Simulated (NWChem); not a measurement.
Molecule: C₅H₅N; SMILES C#CC(N)C#C

```xyz
11

C      0.9541    -2.2379    -0.1521
C      0.3301    -1.2341     0.1036
C     -0.4245    -0.0096     0.4078
N     -1.7296    -0.0392    -0.2378
C      0.3854     1.1866     0.0963
C      0.9960     2.1982    -0.1689
H      1.5067    -3.1314    -0.3769
H     -0.5999    -0.0061     1.5004
H     -1.6049    -0.0344    -1.2491
H     -2.2369     0.8123    -0.0030
H      1.5491     3.0887    -0.4049
```
Atoms are numbered in this order, from 1.

Program: NWChem. All runs use the structure optimised with PBE0/def2-SVP. B3LYP is NWChem's, with the RPA form of VWN correlation. Level: B3LYP/def2-SVP with COSMO at NWChem's default radii, gas-phase geometry; rows give the dielectric constant.

| dielectric constant | electrostatic solvation energy (kcal/mol) | dipole in solution (D) |
|---|---|---|
| 1.5 | … | … |
| 3.9 | -5.8 | 1.35 |
| 11.7 | -7.2 | 1.41 |
| 25.0 | -7.6 | 1.43 |
| 78.4 | -7.9 | 1.44 |

Problem. Complete the blanks.

Solution. 
- 1.5, electrostatic solvation energy (kcal/mol): -2.5
- 1.5, dipole in solution (D): 1.22
